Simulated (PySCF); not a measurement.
Computed shifts of a molecule C3H5ClF2, KT2/pcSseg-1 in PySCF, GIAO, gas phase, atoms alike by connectivity averaged where their shifts nearly agree, in ppm (number of nuclei): ¹³C: 128.0 (1), 53.4 (1), 23.2 (1). ¹⁹F: -143.6 (1), -145.4 (1). ¹H: 3.86 (1), 3.55 (1), 1.92 (3). References: ¹³C against TMS (σ = 185.1 ppm); ¹⁹F against CFCl3 (σ = 127.1 ppm); ³⁵Cl against HCl (σ = 945.4 ppm); ¹H against TMS (σ = 31.47 ppm), references at their B3LYP-D3(BJ)/def2-TZVP geometries, non-relativistic (without spin–orbit terms, shifts of atoms bonded to Cl or Br come out too high). Geometry optimised at ωB97X-D3(BJ)/def2-SVP. Other conformers were not sampled.

Problem. Pick the molecule that these values belong to.
A) FC(F)CCCl
B) C[C@H](F)[C@H](F)Cl
C) CCC(F)(F)Cl
D) CC(F)(F)CCl

Solution. D, CC(F)(F)CCl
